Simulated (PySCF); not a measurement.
Molecule: `C=CCC1[SiH2]C[SiH2]1`, C5H12Si2.

Cartesian coordinates in Å; atom numbers follow the order of the lines, from 1:
```xyz
19

C     2.8516   -0.2020    1.0428
C     2.2347   -0.2732   -0.1220
C     0.9354   -0.9687   -0.3595
C    -0.1506    0.0389   -0.7418
Si   -0.7198    1.2659    0.6289
C    -2.5183    0.7054    0.2560
Si   -1.9374   -0.6414   -0.9775
H     3.7782    0.3325    1.1692
H     2.4581   -0.6862    1.9217
H     2.6538    0.2237   -0.9887
H     0.6369   -1.5127    0.5388
H     1.0588   -1.6957   -1.1698
H     0.1918    0.5713   -1.6332
H    -0.4305    2.6788    0.3715
H    -0.2661    0.9093    1.9736
H    -3.1302    1.4793   -0.1997
H    -3.0771    0.3374    1.1119
H    -2.4732   -0.5397   -2.3379
H    -2.1059   -2.0137   -0.4917
```

Frames of a GFN2-xTB Langevin trajectory at 300 K; GIAO PBE0/pcSseg-1 shieldings in PySCF 2.14, gas phase, non-relativistic; equivalent atoms averaged within each frame.

Scale: 13C (186.93 ppm), 29Si (349.16 ppm), 1H (31.72 ppm) vs TMS (reference shieldings calculated alike). The references are static minima.

**Question.** How do the shifts (ppm) fluctuate along the trajectory?

**Answer.** 
```
         time (fs)     C2     C1    C3    C4     C6  Si5/Si7    H8   H10    H9  H15/H19
               250  145.5  120.1  36.1  31.2   -9.2    -35.2  5.41  5.33  5.26     4.68
               425  157.9  125.6  48.7  25.4  -17.7    -33.7  4.87  5.95  5.78     4.26
               625  151.9  114.9  41.1  28.9  -13.4    -32.4  5.24  6.09  5.07     4.56
               800  157.5  118.0  38.1  13.9   -8.5    -36.5  5.45  6.18  5.47     4.27
              1000  148.4  119.7  31.9  18.4  -13.6    -25.4  5.53  6.34  6.01     5.28
    mean of frames  152.2  119.7  39.2  23.5  -12.5    -32.6  5.30  5.98  5.52     4.61
standard deviation    5.5    3.9   6.3   7.2    3.7      4.3  0.26  0.39  0.38     0.42
```

5 frames give an uncertainty of the mean of about the standard deviation over 2.2 at best, since frames this close in time may not be independent; classical motion lacks zero-point vibration, and the reference would need the same averaging.
